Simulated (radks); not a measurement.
Tb V, 61 electrons, occupied as [Xe] 4f7.

All-electron calculation, Dirac Kohn-Sham, PBE, spin-unpolarised, spherical densities, finite nucleus; open shells fill j = l - 1/2 first; Fermi nuclear charge, rms radius 5.06 fm. Program: a radial shooting solver on a logarithmic mesh with Libxc functionals.

Energy parts (eV):
part                      energy
total                 -318777.26
kinetic                348606.48
electron-nucleus      -781531.45
Hartree                121096.97
exchange-correlation    -6949.25

Orbitals (lengths in bohr, moments of r in powers of bohr; r(max) is where P^2 peaks; r(90%) holds 90 % of the orbital's charge):
orbital  occ.  eigenvalue (eV)   r(max)      <r>  r(90%)
1s1/2       2        -51847.72  0.01364  0.02151  0.0389
2s1/2       2        -8635.223  0.07767  0.09097   0.142
2p1/2       2        -8209.026  0.05859  0.07590   0.125
2p3/2       4        -7462.566  0.06452  0.08285   0.134
3s1/2       2        -1958.387   0.2200   0.2390   0.351
3p1/2       2        -1772.963   0.2073   0.2286   0.344
3p3/2       4        -1618.909   0.2198   0.2418   0.362
3d3/2       4        -1299.264   0.1744   0.2141   0.334
3d5/2       6        -1265.669   0.1779   0.2182   0.340
4s1/2       2        -431.1281   0.5047   0.5401   0.776
4p1/2       2        -358.3494   0.5083   0.5509   0.801
4p3/2       4        -323.7633   0.5347   0.5805   0.844
4d3/2       4        -203.7281   0.5405   0.6125   0.919
4d5/2       6        -197.4264   0.5490   0.6228   0.934
4f5/2       6         -54.5998   0.5414   0.7777    1.30
4f7/2       1         -53.6869   0.5460   0.7863    1.32
5s1/2       2         -92.9686    1.157    1.270    1.82
5p1/2       2         -71.9218    1.247    1.395    2.02
5p3/2       4         -66.6148    1.317    1.472    2.13

The highest occupied level is 4f7/2 at -53.687 eV. The electron density at the nucleus is 6.868e+05 e/bohr^3.
